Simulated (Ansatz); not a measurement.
```yaml
crystal:
  periodic: [false, false, false]
  atoms:
    - {symbol: C, position_ang: [-0.216610, -1.011663, -2.660117]}
    - {symbol: O, position_ang: [0.235169, -1.220796, -1.557822]}
    - {symbol: Ti, position_ang: [-0.078382, -0.611658, 0.158066]}
    - {symbol: O, position_ang: [-1.513618, -1.769308, 0.649591]}
    - {symbol: N, position_ang: [-0.825014, 1.171479, -0.199533]}
    - {symbol: C, position_ang: [-1.630379, 1.786634, 0.789390]}
    - {symbol: C, position_ang: [-0.133185, 2.201982, -1.069943]}
    - {symbol: C, position_ang: [0.786921, -0.673497, 2.409851]}
    - {symbol: C, position_ang: [1.480755, 0.255868, 1.632551]}
    - {symbol: C, position_ang: [2.322297, -0.193614, 0.717912]}
    - {symbol: C, position_ang: [2.017943, -1.750598, 0.725178]}
    - {symbol: C, position_ang: [1.112345, -1.764433, 1.772194]}
    - {symbol: H, position_ang: [0.163490, -1.038256, -3.593473]}
    - {symbol: H, position_ang: [-1.065086, -2.064211, -2.922175]}
    - {symbol: H, position_ang: [-1.227658, -0.499935, -2.687890]}
    - {symbol: H, position_ang: [-2.190366, -1.390605, 0.144695]}
    - {symbol: H, position_ang: [-1.157719, 2.428002, 1.383109]}
    - {symbol: H, position_ang: [-2.476554, 2.150006, 0.215851]}
    - {symbol: H, position_ang: [-2.150758, 0.851787, 1.292356]}
    - {symbol: H, position_ang: [0.365160, 1.598770, -1.921742]}
    - {symbol: H, position_ang: [0.355718, 2.803097, -0.529562]}
    - {symbol: H, position_ang: [-1.193201, 2.701842, -1.708194]}
    - {symbol: H, position_ang: [0.102913, -0.579505, 3.195616]}
    - {symbol: H, position_ang: [1.438953, 1.428512, 1.703302]}
    - {symbol: H, position_ang: [2.900831, 0.231999, -0.129001]}
    - {symbol: H, position_ang: [2.382392, -2.327139, -0.056684]}
    - {symbol: H, position_ang: [0.905010, -2.795115, 2.054268]}
basis:
  gaussian: {orbitals: ANO-RCC-VTZP}
magnetization: {spin_polarized: true, initial_magnetization: 2}
hamiltonian: {xc: {name: B3LYP5}}
smearing: {width: 0.1}
output: {forces: true}
```

```sh
$ ansatz run in.yaml --threads 11 --pin off --events-out ev --progress --plain --max-ram 174080MiB --backend cuda --devices 0, --max-vram 75GiB
```

Shortened log:

```
Error: YAML parse error: error: line 35 column 1: unknown field `smearing`, expected one of crystal, accuracy, basis, kpoints, hamiltonian, magnetization, projection, total_charge, correlation, batch, efield, external_charges, scf, relax, neb, saddle, md, ramp, phonons, dielectric, real_time, elastic, magnetic_configurations, gw, evaluate, workflow, output, checkpoint, execution
33 | magnetization: {spin_polarized: true, initial_magnetization: 2}
34 | hamiltonian: {xc: {name: B3LYP5}}
35 | smearing: {width: 0.1}
36 | output: {forces: true}
```

In this input the input holds a key that doesn't belong there. The program refused the input.
